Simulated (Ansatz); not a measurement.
Reactions of GeH12Si4, SMILES `[SiH3][SiH2][SiH2][SiH2][GeH3]`.

Program: Ansatz. Geometries: PBE0-D4/def2-TZVP. ΔE: electronic, gas phase. CBS: MP2 limit from def2 TZ/QZ plus the TZ coupled-cluster correction, frozen cores. This one scheme is used for every species. For Ge outer-core shells are correlated without core-valence functions, which leaves a few kJ/mol of doubt a bond. Scalar relativity is left out up to krypton. Each species was taken in one conformer, which may not be the lowest.

**Question.** Order these by ΔE at CCSD(T)/CBS, lowest first. (Best estimate.)
A. `[SiH3][SiH2][SiH2][SiH2][GeH3]` → `[SiH3][SiH2][SiH2][GeH3]` + `[SiH2]`
B. `[SiH3][SiH2][SiH2][SiH2][GeH3]` + H₂ → `[SiH3][SiH2][SiH3]` + `[SiH3][GeH3]`
C. `[SiH3][SiH2][SiH2][SiH2][GeH3]` + `C=N` → `C=N[SiH2][GeH3]` + `[SiH3][SiH2][SiH3]`
D. `[SiH3][SiH2][SiH2][SiH2][GeH3]` + `[SiH3][SiH3]` → `[SiH3][SiH2][SiH2][SiH2][SiH2][SiH3]` + GeH₄
E. `[SiH3][SiH2][SiH2][SiH2][GeH3]` + `CBO` → `CBO[SiH2][SiH3]` + `[SiH3][SiH2][GeH3]`

**Answer.** E (-52.8 kJ/mol), C (-12.1 kJ/mol), B (-0.8 kJ/mol), D (+8.2 kJ/mol), A (+246.8 kJ/mol).

Largest T1 diagnostic: 0.014, for `[SiH3][SiH2][SiH2][SiH2][SiH2][SiH3]`.
